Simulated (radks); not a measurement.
The numbers below are computed, except where a source is named.
Coulomb parameter of the 5d shell of neutral rhenium in the model configuration [Xe] 4f14 5d6 6s1, as a second difference U = [E(n + 0.5) + E(n - 0.5) - 2 E(n)] / (0.5)^2 with all orbitals relaxed. "Bare": the charge of the atom changes with n. "Screened": the 6s shell takes up the change at fixed total charge, which measures U(5d,5d) + U(6s,6s) - 2 U(5d,6s). Code: a radial shooting solver on a logarithmic mesh with Libxc functionals. Model: scalar-relativistic Kohn-Sham, PBE, spin-unpolarised, spherical densities, point nucleus.

case                   configuration  E - E(n) (eV)
start              [Xe] 4f14 5d6 6s1          0.000
bare +0.5        [Xe] 4f14 5d6.5 6s1         -1.081
bare -0.5        [Xe] 4f14 5d5.5 6s1          3.033
screened +0.5  [Xe] 4f14 5d6.5 6s0.5          0.721
screened -0.5  [Xe] 4f14 5d5.5 6s1.5         -0.561

U(bare) = 7.811 eV, U(screened by 6s) = 0.641 eV, against the Slater integral F0(5d,5d) = 12.336 eV with frozen orbitals. The step up makes a negative ion, whose loosely bound charge lowers the bare value.
